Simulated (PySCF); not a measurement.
Potassium: a sound run and one with changed settings

Sound run: K⁺ [Ar], K²⁺ [Ne] 3s2 3p5. Calculation: PySCF 2.14, in x2c-TZVPall; scalar relativity by spin-free X2C-1e. The sound run starts from symmetry-adapted Hartree-Fock orbitals and uses a fine grid where one is needed.

Changed run: 6 angular points. This setting is unsound on purpose.

```csv
species,method,sound run (hartree),changed run (hartree),converged
K⁺,UHF,-601.30155,-601.30155,yes
K⁺,TPSS,-602.07499,-602.07499,yes
K⁺,MN15,-602.21084,-602.21084,yes
K²⁺,UHF,-600.18106,-600.18106,yes
K²⁺,TPSS,-600.91350,-600.97428,yes
K²⁺,MN15,-601.04323,-601.02974,yes
```

Ionisation energy of K⁺:

```csv
method,sound run (eV),changed run (eV)
UHF,30.490,30.490
TPSS,31.606,29.952
MN15,31.772,32.139
```

A coarse angular grid integrates products of high-l functions wrongly, so density functionals can shift, and the SCF can exploit the error; Hartree-Fock and MP2 need no grid.

For comparison, NIST gives 31.625 eV between the lowest levels.
